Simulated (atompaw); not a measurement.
Building the PAW (atompaw) potential for bromine (Br) (LDA (PW92), non-relativistic).

Br, PAW, made with atompaw 4.2.0.5 (LDA (PW92), non-relativistic). Core [Ar] 3d10, reference 4s2 4p5. Waves: 4s (bound): rc 1.55 bohr; 4s channel at -0.55 Ry: rc 1.55 bohr; 4p (bound): rc 1.55 bohr; 4p channel at -0.1 Ry: rc 1.55 bohr; 4d channel at 0.4 Ry: rc 1.55 bohr. Local part: bessel scheme, radius 1.50 bohr. Core correction: smooth core density matched at 1.45 bohr. Augmentation charge: sinc compensation charge, radius 1.55 bohr; PAW radius 1.55 bohr; waves and projectors: custom polynom2 7 10 vanderbiltortho.

All-electron outer shells of the reference configuration (LDA (PW92), non-relativistic, ld1.x):

```
shell  level (eV)  outermost node (bohr)  outermost maximum (bohr)
   3d      -68.63                      –                      0.43
   4s      -19.59                   0.69                      1.45
   4p       -8.04                   0.71                      1.66
```

Task: Does the generator finish with these settings?

Result: Yes, a potential is produced.

Task: Estimate the cutoffs (Ry, on a coarse ladder) from which the occupation-weighted sum of valence levels, in a spherical-Bessel basis at the reference potential, stays within 10 and 1 mRy of its value at 400 Ry.

Result: 18 Ry and 25 Ry.

Task: Does the potential have ghost states?

Result: No extra level below or beside the all-electron valence levels (s, p, d, f tested).

Task: Is the overlap operator S = 1 + Σ q|β⟩⟨β| positive definite (Bessel basis up to 400 Ry)?

Result: Yes: its lowest eigenvalue is 0.27 (s channel).

Task: Which valence shell sets the plane-wave cutoff?

Result: 4s: its level needs 21 Ry to come within 1 mRy, against 12 Ry for 4p.
